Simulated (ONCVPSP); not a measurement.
## Cu (Z = 29): one change to an ONCV potential, before and after

| Item | Value |
| --- | --- |
| Element | Cu |
| Generator | ONCVPSP 4.0.1 |
| Type | optimised norm-conserving Vanderbilt (ONCV) |
| Functional | LDA (Perdew-Wang 92) |
| Relativity | non-relativistic |
| Frozen core | [Ar] |
| Valence charge | 11 |
| Reference configuration | 3d9 4s2 |
| Partial waves | 4s: rc 1.75 bohr, ncon 3, nbas 6, qcut 3.2 1/bohr, 2 projectors, debl 2.1 Ha; p scattering state at 0.03 Ha: rc 1.55 bohr, ncon 5, nbas 10, qcut 5.6 1/bohr, 2 projectors, debl 1 Ha; 3d: rc 1.25 bohr, ncon 3, nbas 8, qcut 13.5 1/bohr, 2 projectors, debl 3.3 Ha |
| Local potential | polynomial inside 0.95 bohr (lpopt 3, dvloc0 -1 Ha) |
| Core correction | none |

All-electron outer shells of the reference configuration (LDA (PZ), non-relativistic, ld1.x):

```csv
shell,level (eV),outermost node (bohr),outermost maximum (bohr)
3p,-76.33,0.26,0.62
3d,-10.18,–,0.59
4s,-5.91,0.90,2.19
```

Change: all radii scaled by about 1.25 (s 2.18, p 1.94, d 1.56 bohr); local potential polynomial inside 1.18 bohr (lpopt 3, dvloc0 -1 Ha).

Cutoffs: the cutoffs (Ha) at which the residual kinetic energy of the hardest occupied pseudo-wave falls to 1 and 0.1 mHa per electron; they do not see the model core or the augmentation charge, which bear on the density cutoff. Errors are all-electron minus pseudo energies relative to the spin-unpolarised reference configuration.

Question: What does the change do?

Answer: The potential gets softer (67 Ha and 76 Ha → 58 Ha and 66 Ha); the bound ghosts move from p, s to p; the lowest positive-energy flag moves from none to s at 44.8 eV; of the 4 tests that both files solve, the error grows in 1 and shrinks in 3 by more than 15 % and 0.3 meV (median size 80.8 → 50.1 meV). A larger radius leaves more room for a smooth pseudo-wave, so fewer plane waves are needed.

```tsv
quantity	base	changed
cutoff, loose	67 Ha	58 Ha
cutoff, tight	76 Ha	66 Ha
loose cutoff by channel	s 5.6 Ha, d 67 Ha	s 4.7 Ha, d 58 Ha
bound ghosts	s, p	p
GHOST(+) flags under 300 eV	none	s at 44.8 eV
error for 3d10 4s1, meV [ΔE -2.45 eV]	-79	-38
error for 3d10 4s0, meV [ΔE 5.74 eV]	-145	-70
error for 3d9 4s0, meV [ΔE 27.58 eV]	+1.2	+3.9
error for 3d7 4s0, meV [ΔE 127.63 eV]	-83	-62
```

 A true bound ghost makes a file unfit for plane-wave use even where its test errors are small: the radial tests pick states by their node count and pass the ghost by.
